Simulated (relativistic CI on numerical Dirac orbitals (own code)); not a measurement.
**Sb³⁺: from the plainest model towards the measured levels**

Calculated with a relativistic CI code on KLI orbitals (one set per configuration, finite nucleus), adding one ingredient at a time: step 1, Dirac-Coulomb, each configuration alone; step 2, with Breit and QED terms; step 3, with configuration mixing; step 4, with scaled Slater integrals (0.85); step 5, with a P86 correlation estimate; step 6, tied to the ionisation limit. P86 is a density functional for the correlation energy, evaluated here for each configuration and added to its levels. Step 6 is semi-empirical: configurations made of the next ion and one excited electron move by 7122 cm⁻¹, so that their limit matches the tabulated ionisation energy, and those with a non-penetrating f or g electron also take the P86 value of the least penetrating other one.

Configuration list (outside the closed core [Kr] 4d10): 5s², 5s5p, 5p², 5s5d, 5s6s, 5s6p, 5s4f, 5s6d, 5s7s, 5s5f, 5d², 5p5d, 4f², 4f5p, 5f², 5s7p.

Computed minus measured energy above the ground level, in cm⁻¹, for 13 of the 20 excited levels that pair in every step (one J of a term; a digit in brackets numbers repeated terms):

| Configuration | Term | J | Measured | Step 1 | Step 2 | Step 3 | Step 4 | Step 5 | Step 6 |
| --- | --- | --- | --- | --- | --- | --- | --- | --- | --- |
| 5s5p | 3P° | 1 | 66700 | -11288 | -11434 | -5581 | -5586 | -4506 | 2594 |
| 5s5p | 1P° | 1 | 95952 | 2130 | 1932 | 2637 | -1983 | -841 | 6133 |
| 5p² | 3P | 0 | 152076 | -9749 | -10031 | -3984 | -4834 | -2859 | -2859 |
| 5p² | 1D | 2 | 155956 | 5056 | 4626 | -7503 | -6942 | -4720 | -3442 |
| 5s5d | 3D | 1 | 178914 | -11553 | -11887 | -6375 | -7421 | -4349 | 2727 |
| 5s6s | 3S | 1 | 188622 | -12813 | -13059 | -6403 | -7818 | -4320 | 2800 |
| 5s6p | 1P° | 1 | 219028 | -11273 | -11571 | -4356 | -6497 | -2478 | 4638 |
| 5s4f | 3F° | 2 | 227059 | -10151 | -10535 | -7064 | -7644 | 498 | 3956 |
| 5s4f | 1F° | 3 | 229592 | -7920 | -8308 | -7841 | -8707 | -459 | 3218 |
| 5s6d | 3D | 1 | 254683 | -14588 | -14923 | -8301 | -9877 | -4909 | 2207 |
| 5s6d | 1D | 2 | 255558 | -12711 | -13052 | -5684 | -7768 | -2847 | 4128 |
| 5s7s | 3S | 1 | 257771 | -15159 | -15455 | -8776 | -10366 | -4880 | 2241 |
| 5s7s | 1S | 0 | 262912 | -17774 | -18070 | -11331 | -13274 | -7793 | -678 |

Mean absolute errors in cm⁻¹, over all paired levels and for the configurations:

| Configuration, levels | Step 1 | Step 2 | Step 3 | Step 4 | Step 5 | Step 6 |
| --- | --- | --- | --- | --- | --- | --- |
| all, 20 | 11415 | 11671 | 6613 | 7554 | 3638 | 3104 |
| 5s5p, 3 | 8311 | 8369 | 4713 | 4508 | 3407 | 3651 |
| 5p², 4 | 9586 | 9736 | 5491 | 5827 | 3772 | 3333 |
| 5s5d, 2 | 11560 | 11898 | 6393 | 7441 | 4369 | 2705 |
| 5s6s, 1 | 12813 | 13059 | 6403 | 7818 | 4320 | 2800 |
| 5s6p, 1 | 11273 | 11571 | 4356 | 6497 | 2478 | 4638 |
| 5s4f, 3 | 9454 | 9840 | 7277 | 7980 | 531 | 3791 |
| 5s6d, 4 | 14133 | 14473 | 7667 | 9370 | 4415 | 2666 |
| 5s7s, 2 | 16467 | 16762 | 10053 | 11820 | 6336 | 1460 |

Measured levels: Moore, Atomic Energy Levels, vol. III, NSRDS-NBS 35 (1971 reprint of NBS Circular 467, 1958). The analysis dates from before 1960.

The mean absolute error is lowest at step 6 (3104 cm⁻¹), and the largest single drop is from step 2 to 3 (11671 to 6613). Mixing lowers the ground level by 6665, with 5p² as its largest admixture; relative to it the configurations that move most are 5s6p by +7215, 5s6d by +6806, 5s7s by +6709. Configurations whose own partners of that kind are not in the list rise by much of that lowering, so a short list can trade one imbalance for another. The P86 estimate moves 5s4f by +8205, 5s7s by +5484, 5s6d by +4955, and takes the mean absolute error of the excited configurations from 7554 to 3638. Step 6 takes that error from 3638 to 3104; the error more than halves for 5s7s; it grows for 5s6p, 5s4f. The shift fits the limit, so it does little for low levels whose errors differ from those near the limit.
